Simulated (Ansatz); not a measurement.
Species: C2H7ClSi, SMILES `CC[SiH2]Cl` (C–C–Si–Cl torsion 180°) (charge 0, multiplicity 1).

Q: Give a relaxed geometry from B3LYP-D3(BJ)/def2-TZVP (Ansatz, a quantum-chemistry and plane-wave program).

A: One answer among several that fit: the end point of this relaxation, one of several conformers (outside a Z-matrix the atoms follow the SMILES, hydrogens last).
Bond lengths (Å): C1–C2 1.535, C1–H5 1.092, C1–H6 1.091, C1–H7 1.092, C2–Si3 1.868, C2–H8 1.094, C2–H9 1.094, Si3–Cl4 2.075, Si3–H10 1.479, Si3–H11 1.479. Angles (°): C2–C1–H5 111.5, C2–C1–H6 111.2, C2–C1–H7 111.5, H5–C1–H6 107.4, H5–C1–H7 107.5, H6–C1–H7 107.4, C1–C2–Si3 112.6, C1–C2–H8 110.6, C1–C2–H9 110.6, Si3–C2–H8 108.2, Si3–C2–H9 108.2, H8–C2–H9 106.3, C2–Si3–Cl4 109.9, C2–Si3–H10 111.2, C2–Si3–H11 111.2, Cl4–Si3–H10 107.5, Cl4–Si3–H11 107.5, H10–Si3–H11 109.3.
